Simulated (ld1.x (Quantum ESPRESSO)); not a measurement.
# Si: TM pseudisation with PBE, scalar-relativistic reference atom.

ld1.x (Quantum ESPRESSO) 7.5 was run on this input:

```
&input
   title='Si', zed=14., rel=1, dft='PBE', iswitch=3,
   config='[Ne] 3s2 3p0',
   nld=2, rlderiv=2.15, eminld=-4.0, emaxld=5.0, deld=0.02
 /
 &inputp
   pseudotype=2, tm=.true., lloc=1,
   nlcc=.true., new_core_ps=.true., rcore=1.30,
   file_pseudopw='Si.UPF', file_wfcaegen='ae.wfc', file_wfcncgen='nc.wfc', file_beta='beta', file_chi='chi'
 /
2
3S  1  0   2.00   0.00  1.85  1.85  0.0
3P  2  1   0.00   0.00  1.95  1.95  0.0
 &test
   configts(1)='3s2 3p0'
 /
```

Command:

```bash
ld1.x < Si.in > Si.out
```

Output (shortened: banner, matrices, multipoles, cross overlaps and the repeated all-electron block are left out):

```
Program LD1 v.7.5
     --------------------------- All-electron run ----------------------------

     Si
     scalar relativistic calculation

     atomic number is 14.00
     dft =PBE   lsd =0 sic =0 latt =0  beta=0.20 tr2=1.0E-14
     Exchange-correlation= PBE
                           (   1   4   3   4   0   0   0)
     mesh =1141 r(mesh) = 100.57892 a.u. xmin = -7.00 dx = 0.01250
     1 Ry =  13.60569312 eV, c = 137.03599908

     n l     nl                  e(Ry)          e(Ha)          e(eV)
     1 0     1S 1( 2.00)      -132.8739       -66.4370     -1807.8422
     2 0     2S 1( 2.00)       -11.8188        -5.9094      -160.8036
     2 1     2P 1( 6.00)        -8.5927        -4.2964      -116.9098
     3 0     3S 1( 2.00)        -2.0973        -1.0487       -28.5359
     3 1     3P 1( 0.00)        -1.5070        -0.7535       -20.5040

     final scf error:  3.2E-15 reached in  24 iterations

     Etot =    -577.930541 Ry,    -288.965271 Ha,   -7863.145587 eV

     Ekin =     579.445667 Ry,     289.722833 Ha,    7883.759920 eV
     Encl =   -1361.584152 Ry,    -680.792076 Ha,  -18525.296135 eV
     Eh   =     244.489563 Ry,     122.244782 Ha,    3326.449973 eV
     Exc  =     -40.281619 Ry,     -20.140809 Ha,    -548.059345 eV

     normalization and overlap integrals

     s(1S/1S) =  1.000000  <r> =   0.1113  <r2> =    0.0167  r(max) =   0.0723
     s(2S/2S) =  1.000000  <r> =   0.5672  <r2> =    0.3844  r(max) =   0.4543
     s(2P/2P) =  1.000000  <r> =   0.5362  <r2> =    0.3626  r(max) =   0.3861
     s(3S/3S) =  1.000000  <r> =   1.9514  <r2> =    4.3633  r(max) =   1.6878
     s(3P/3P) =  1.000000  <r> =   2.2340  <r2> =    5.7808  r(max) =   1.9126

     ------------------------ End of All-electron run ------------------------

     --------------------- Generating NC pseudopotential ---------------------

      Generating local pot.: lloc=1, matching radius rcloc =   1.9500

      Computing core charge for nlcc:

       r > 1.31 : true rho core
      Core charge pseudized with two Bessel functions
      Integrated core pseudo-charge :   2.59

      Wfc   3S  rcut= 1.842  Using Troullier-Martins method

     ------------------- End of pseudopotential generation -------------------

     Computing logarithmic derivative in   2.15375
     Computing logarithmic derivative in   2.15375
     Computing the partial wave expansion
     R is outside the sphere for l=    0 j= 0.00
       no projector for channel:   1

     ---------------------- Testing the pseudopotential ----------------------

     Si
     scalar relativistic calculation

     atomic number is 14.00   valence charge is  4.00
     dft =PBE   lsd =0 sic =0 latt =0  beta=0.20 tr2=1.0E-14
     mesh =1141 r(mesh) = 100.57892 xmin = -7.00 dx = 0.01250

     n l     nl             e AE (Ry)        e PS (Ry)    De AE-PS (Ry)
     1 0     3S   1( 2.00)       -2.09735       -2.09735        0.00001
     2 1     3P   1( 0.00)       -1.50702       -1.50702        0.00000

     eps = 4.6E-18  iter =  4

     Etot =    -577.930541 Ry,    -288.965271 Ha,   -7863.145587 eV
     Etotps =    -9.262830 Ry,      -4.631415 Ha,    -126.027223 eV

     Ekin =       1.281936 Ry,       0.640968 Ha,      17.441622 eV
     Encl =      -8.099462 Ry,      -4.049731 Ha,    -110.198796 eV
     Ehrt =       1.837034 Ry,       0.918517 Ha,      24.994125 eV
     Ecxc =      -4.659871 Ry,      -2.329936 Ha,     -63.400780 eV
     (Ecc =      -3.451750 Ry,      -1.725875 Ha,     -46.963451 eV)
     Epseu=       0.377534 Ry,       0.188767 Ha,       5.136606 eV

     ---------------------- End of pseudopotential test ----------------------
```

Generation and configuration tests took about 0.92 s on one core of a shared server CPU.
